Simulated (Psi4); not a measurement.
Pair of molecules: NH3 (SMILES N) (first 4 atoms) with H2 (SMILES [H][H]); geometry from B3LYP-D3(BJ)/def2-TZVP, rigid monomers moved along the line of their centres of mass till N1···H5 is 4.71 Å.
(charge 0, multiplicity 1):
```xyz
6

N      0.01522    -0.00224    -0.13803
H     -0.71301     0.61807    -0.47297
H      0.89790     0.34403    -0.49618
H     -0.14559    -0.91232    -0.55419
H      0.02555    -0.28748     4.56112
H      0.02592    -0.33636     5.30751
```

Computed with SAPT0/jun-cc-pV(D+d)Z (Psi4 1.11).

Question: Which attractive term is largest, and how does the interaction split up?

Answer: electrostatics -0.10, exchange 0.00, induction -0.01, dispersion -0.02, total -0.13 kcal/mol; the largest attraction is electrostatics.
